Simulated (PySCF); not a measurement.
Zr: ionisation energy

Zr [Kr] 4d2 5s2 (3F) → Zr⁺ [Kr] 4d2 5s1 (4F), as a difference of total energies. Computed with PySCF 2.14 in aug-cc-pVTZ-DK (9s8p6d3f2g, 102 functions), with the spin-free X2C one-electron Hamiltonian (Gaussian nucleus). Correlated levels: valence: [Kr] frozen. The calculations carry no spin-orbit coupling.

```csv
method,ionisation energy (eV),error (eV)
UHF,5.184,-1.455
MP2 (valence),6.116,-0.523
SCS-MP2 (valence),6.310,-0.329
CCSD (valence),6.343,-0.296
CCSD(T) (valence),6.425,-0.214
```

Reference: 6.639 eV (measured; NIST levels, between the centres of gravity of the two terms).

Errors of the correlated levels include the incompleteness of this basis and the frozen core.

The coupled-cluster amplitudes are large for Zr (T1 above 0.03 or a double amplitude above 0.15), so a single reference is strained.
